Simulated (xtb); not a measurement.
Cd(Cl)(Me) (CH₃CdCl), SMILES [CH3][Cd][Cl]. All values are semi-empirical tight-binding results from xtb (GFN2-xTB unless named), good for trends rather than for accurate numbers. Geometry: GFN2-xTB.

Optimised geometry:

```xyz
6

Cd     0.0445    -0.1945     0.1595
Cl    -0.2188     1.5888    -1.2964
C      0.1694    -1.8672     1.5195
H      0.2608    -2.7954     0.9642
H     -0.7254    -1.9130     2.1329
H      1.0328    -1.7632     2.1686
```

A frequency run showed that this geometry is not a minimum.

For metal compounds this method's bond lengths and energies can be far off.

Computed properties:
| Item | Result |
|---|---|
| orbital gap | 4.28 eV |

Problem. Give the atomic charges and the Wiberg bond orders between heavy atoms. (An estimate is asked for; the answer gives what the named calculation found.)

Solution. charges (e) Cd1 0.38, Cl2 -0.37, C3 -0.21, H4 0.07, H5 0.07, H6 0.07. Bond orders Cd1–Cl2 0.81, Cd1–C3 0.83.
